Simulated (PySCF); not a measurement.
Which determinant of GaCl lies lowest?

Unrestricted PBE0; Ga cc-pVDZ-PP with ECP10, Cl cc-pV(D+d)Z; scalar-relativistic core potentials (PySCF 2.14). Outer shells of the fragments: Ga 3d10 4s2 4p1; Cl 3s2 3p5.

Followed along the bond (rough minima from three points):

```
2Ms+1  unpaired  ⟨S²⟩ at the start  R at minimum (Å)  Te (eV)
    1      none               0.00              2.25     0.00
    3  σ ↑, π ↑               2.00              2.21     3.61
```

Solutions found at the starting distance of 2.175 Å, counted from the lowest of them; the search is not exhaustive and high or unbound solutions are not listed, so other states can lie among these:

```json
{"2Ms+1": "1", "unpaired": "none", "term": "¹Σ⁺", "E (eV)": "0.00", "⟨S²⟩": "0.00", "⟨Lz²⟩": "0.00", "μ (D)": "-2.17"}
{"2Ms+1": "3", "unpaired": "σ ↑, π ↑", "term": "³Π", "E (eV)": "3.58", "⟨S²⟩": "2.00", "⟨Lz²⟩": "1.00", "μ (D)": "-1.67"}
{"2Ms+1": "1", "unpaired": "σ ↑, π ↓", "term": "mixed", "E (eV)": "4.15", "⟨S²⟩": "1.01", "⟨Lz²⟩": "1.00", "μ (D)": "-1.24"}
{"2Ms+1": "3", "unpaired": "π ↑↑", "term": "mixed", "E (eV)": "6.06", "⟨S²⟩": "2.01", "⟨Lz²⟩": "2.01", "μ (D)": "3.36"}
{"2Ms+1": "3", "unpaired": "σ ↑↑", "term": "³Σ⁺", "E (eV)": "6.11", "⟨S²⟩": "2.00", "⟨Lz²⟩": "0.00", "μ (D)": "-0.63"}
{"2Ms+1": "3", "unpaired": "π ↑↑", "term": "mixed", "E (eV)": "6.24", "⟨S²⟩": "2.01", "⟨Lz²⟩": "2.01", "μ (D)": "3.40"}
{"2Ms+1": "3", "unpaired": "σ ↑, π ↑", "term": "³Π", "E (eV)": "8.25", "⟨S²⟩": "2.00", "⟨Lz²⟩": "1.01", "μ (D)": "3.85"}
```

A term symbol is given only where ⟨S²⟩ and ⟨Lz²⟩ are close to those of a pure state; real π, δ and φ orbitals otherwise mix terms. A positive dipole means Ga(−)Cl(+).

Counting both spins, an empty level lies below a filled one in some of these solutions, because spin and occupation are held.
